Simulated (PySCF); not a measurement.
Precursor series Ti NH2-H. All species are isolated molecules in the gas phase. One relaxed conformer stands for each flexible species; it need not be the lowest.

The HOMO–LUMO gap from two functionals at the same geometries (BP86-D3(BJ)/def2-SVP), both in PySCF: PBE-D3(BJ)/def2-TZVP and TPSSh-D3(BJ)/def2-TZVP. 

| species | TPSSh-D3(BJ)/def2-TZVP (eV) |
|---|---|
| 0 of 4 NH2 replaced by H ([Ti(NH2)4]) | 4.78 |
| 1 of 4 NH2 replaced by H ([Ti(NH2)3(H)]) | 5.26 |
| 3 of 4 NH2 replaced by H ([Ti(NH2)(H)3]) | 4.54 |
| 4 of 4 NH2 replaced by H ([Ti(H)4]) | 4.63 |

Question: What does PBE-D3(BJ)/def2-TZVP give for each?

Answer: 
- 0 of 4 NH2 replaced by H ([Ti(NH2)4]): 3.71
- 1 of 4 NH2 replaced by H ([Ti(NH2)3(H)]): 3.97
- 3 of 4 NH2 replaced by H ([Ti(NH2)(H)3]): 3.06
- 4 of 4 NH2 replaced by H ([Ti(H)4]): 3.11
Over these rows, drawn at random from the members with no instability flagged (it was tested for open shells, ions and some series alone), PBE minus TPSSh-D3(BJ): mean -1.34 eV, from -1.53 eV to -1.07 eV.
